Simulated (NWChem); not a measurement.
Molecule: C₃H₄BF₂N; SMILES FB(NC=C=C)F

```xyz
11

C     -0.2339    -3.4499     0.0000
C      0.0933    -2.1832     0.0000
C      0.4396    -0.9148     0.0000
N     -0.4391     0.1722     0.0000
B     -0.0569     1.5238     0.0000
F     -0.9740     2.4813     0.0000
F      1.2230     1.8716     0.0000
H     -0.3761    -4.0077    -0.9342
H     -0.3761    -4.0077     0.9342
H      1.5002    -0.6408     0.0000
H     -1.4258    -0.0573     0.0000
```
Atoms are numbered in this order, from 1.

All runs: NWChem. Coordinates come from a PBE0/def2-SVP optimisation. Hybrids' shares of exact exchange are those that their runs print; pure functionals count as 0. The functionals differ in more than this share.

```
row                                   share of exact exchange  orbital gap (eV)
------------------------------------  -----------------------  ----------------
PBE/def2-SVP                                             0.00              4.39
LDA (Slater exchange, VWN5)/def2-SVP                     0.00              4.32
TPSSh/def2-SVP                                           0.10          withheld
B3LYP/def2-SVP                                           0.20              6.15
PBE0/def2-SVP                                            0.25              6.60
```

Fit a straight line of the last column on the one before it, predict the withheld value, and compare with the run.


1. Means of the 4 shown rows: x = 0.113, y = 5.365. Slope Σ(x − x̄)(y − ȳ)/Σ(x − x̄)² = 0.4657/0.05188 = 8.978; intercept 4.355.
2. The shown rows scatter about the line by 0.025 (root mean square); the largest residual is -0.04, at LDA (Slater exchange, VWN5)/def2-SVP.
3. At x = 0.10 (TPSSh/def2-SVP; inside the shown range) the line gives 5.25.
4. The run gives 5.50, +0.25 from the line, 10.1 times the scatter.
